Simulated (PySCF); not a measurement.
O2S2, SMILES O=S(=O)=S.

Geometry optimised at B3LYP-D3(BJ)/def2-SVP.

Two levels are set side by side: TDA-PBE/def2-SVPD (PySCF) and TDA-CAM-B3LYP/def2-SVPD (PySCF). Vertical, same geometry. The lowest singlet is HOMO→LUMO 100 % with PBE and HOMO→LUMO 99 % with the other functional; states are paired by order. Differences are taken from unrounded values.

| quantity | TDA-CAM-B3LYP |
|---|---|
| lowest singlet excitation (eV) | 3.16 |
| lowest triplet excitation (TDA) (eV) | 2.81 |
| first bright state (f over 0.05) (eV) | 5.12 |
| its oscillator strength | 0.12 |

Q: What does TDA-PBE give, and how far is it from TDA-CAM-B3LYP? (An estimate is asked for; the answer gives what the named calculation found.)

A: 
```csv
quantity,TDA-PBE,TDA-PBE minus TDA-CAM-B3LYP
lowest singlet excitation (eV),2.93,-0.24
lowest triplet excitation (TDA) (eV),2.56,-0.25
first bright state (f over 0.05) (eV),5.07,-0.05
its oscillator strength,0.07,-0.05
```

A lower first singlet is the usual sign of a functional without exact exchange. Differences between two approximate levels are no errors against the true value.

Rough cost on one machine, each run with all the roots and properties that it gave: TDA-CAM-B3LYP against TDA-PBE about 2 times.
